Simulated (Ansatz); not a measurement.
Program: Ansatz. Geometries: PBE0-D4/def2-TZVP. ΔE: electronic, gas phase. CBS: MP2 limit from def2 TZ/QZ plus the TZ coupled-cluster correction, frozen cores. This one scheme is used for every species. Functionals use def2-TZVPP. HSE06 is defined as in plane-wave codes. Elements past krypton have def2 core potentials. For Sb outer-core shells are correlated without core-valence functions, which leaves a few kJ/mol of doubt a bond. One conformer a species, not always the lowest.

Reaction (cleavage of the Al–Sb bond): `[F][AlH][SbH2]` + H₂S → `[F][AlH][SH]` + `[SbH3]`

`[F][AlH][SbH2]`:

```xyz
6

F    -1.538   -1.669    0.591
Al   -0.969   -0.394   -0.293
Sb    1.641   -0.027   -0.267
H    -2.044    0.430   -1.110
H     1.356    1.656   -0.359
H     1.554    0.003    1.439
```

H₂S:

```xyz
3

S     0.560   -0.135    0.229
H    -0.200   -0.664   -0.742
H    -0.360    0.799    0.513
```

`[F][AlH][SH]`:

Cartesian coordinates in Å:
```
F 0.911 -1.912 -0.294
Al 0.260 -0.493 0.227
S -0.515 0.830 -1.306
H 0.229 -0.166 1.762
H -0.885 1.741 -0.388
```

`[SbH3]`:

Z-matrix (Å, degrees):
```
Sb
H 1 1.707
H 1 1.707 2 91.4
H 1 1.707 2 91.4 3 91.4
```

```json
{"level": "PBE0-D4", "ΔE (kcal/mol)": "-12.1", "difference from CCSD(T)/CBS": "0.1"}
{"level": "ωB97M-V", "ΔE (kcal/mol)": "-13.6", "difference from CCSD(T)/CBS": "-1.4"}
{"level": "PBE", "ΔE (kcal/mol)": "-11.9", "difference from CCSD(T)/CBS": "0.3"}
{"level": "HSE06", "ΔE (kcal/mol)": "-12.2", "difference from CCSD(T)/CBS": "0.0"}
{"level": "BHLYP", "ΔE (kcal/mol)": "-13.9", "difference from CCSD(T)/CBS": "-1.7"}
{"level": "LC-ωPBE", "ΔE (kcal/mol)": "-13.3", "difference from CCSD(T)/CBS": "-1.1"}
{"level": "MP2/def2-SVP", "ΔE (kcal/mol)": "-13.6", "difference from CCSD(T)/CBS": "-1.4"}
{"level": "SCS-MP2/def2-TZVPP", "ΔE (kcal/mol)": "-13.5", "difference from CCSD(T)/CBS": "-1.3"}
{"level": "HF/def2-QZVPP", "ΔE (kcal/mol)": "-14.6", "difference from CCSD(T)/CBS": "-2.4"}
{"level": "MP2/CBS(def2)", "ΔE (kcal/mol)": "-11.8", "difference from CCSD(T)/CBS": "0.4"}
{"level": "CCSD(T)/CBS", "ΔE (kcal/mol)": "-12.2", "difference from CCSD(T)/CBS": "0"}
```

Largest T1 diagnostic among the species: 0.014.

At CCSD(T), def2-SVP lies −1.1 kcal/mol from the extrapolated value and def2-TZVPP −1.1 kcal/mol. From BLYP to BHLYP (50 % exact exchange), in def2-TZVPP and without D4, ΔE moves by −0.7 kcal/mol. Leaving LDA and LC-ωPBE aside and taking each functional with its dispersion term where it has one, the values, not all of them listed here, spread over 4.7 kcal/mol, from B97M-V to PBE-D4.
